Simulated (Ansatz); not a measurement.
Geometry optimisation, UKS PBE0-D4/def2-SVP (Ansatz).

Input:

```yaml
crystal:
  periodic: [false, false, false]
  atoms:
    - { symbol: Ga, position_ang: [4.0e-06, -6.0e-06, -0.104257] }
    - { symbol: Cl, position_ang: [2.6e-05, -9.5e-05, 2.09813] }
    - { symbol: Cl, position_ang: [1.854016, 2.3e-05, -1.12497] }
    - { symbol: Cl, position_ang: [-1.854022, 2.3e-05, -1.124944] }
    - { symbol: F, position_ang: [-2.4e-05, 5.5e-05, 4.796041] }
magnetization:
  spin_polarized: true
  initial_magnetization: 1
basis:
  gaussian: { orbitals: def2-SVP }
hamiltonian:
  xc: pbe0
  dispersion: d4
relax:
  f_tol: 0.03
  max_steps: 50
```

Command:

```bash
$ ansatz run input.yaml --threads 4 --pin off --max-ram 5120MiB --backend cpu --events-out ev --progress --plain --runs-dir out
```

**Question.** Where does it end, and by what steps?

**Answer.** The run converged. The force dipped under the threshold on the way, but the program's further checks kept it going. After 28 steps the energy has fallen by 1.545 eV; F5 moved furthest, 2.60 Å. Joined: Ga1–F5 (4.90 → 1.83 Å).

```csv
step,energy less start (eV),largest force component (eV/Å),accepted
0,0.0000,1.092,yes
1,-0.0432,0.286,yes
2,-0.0461,0.073,yes
3,-0.0472,0.044,yes
4,-0.0477,0.012,yes
5,-0.0480,0.011,yes
6,-0.0487,0.017,yes
7,-0.0549,0.163,yes
8,-0.0617,0.300,yes
9,-0.0765,0.375,yes
10,-0.1112,0.243,yes
11,-0.1220,0.203,yes
12,-0.1541,0.089,yes
13,-0.1891,0.125,yes
14,-0.2239,0.111,yes
15,-0.2623,0.151,yes
16,-0.3061,0.189,yes
17,-0.3618,0.256,yes
18,-0.4407,0.374,yes
19,-0.5719,0.609,yes
20,-0.7967,0.954,yes
21,-1.2062,1.076,yes
22,-1.3384,1.096,yes
23,-1.5115,0.744,yes
24,-1.5234,0.829,yes
25,-1.5206,0.342,no
26,-1.5439,0.073,yes
27,-1.5441,0.050,yes
28,-1.5446,0.015,yes
```

```xyz
5
Properties=species:S:1:pos:R:3
Ga -0.032 0.165 0.632
Cl 0.230 -1.504 2.313
Cl 1.757 0.434 -0.473
Cl -1.952 0.066 -0.263
F -0.004 0.840 2.330
```

Whether the end is a true minimum wasn't checked by a vibrational analysis.

Run time: 2.2 min on 4 threads of Arm Neoverse V1 (shared host), peak memory 0.45 GiB.
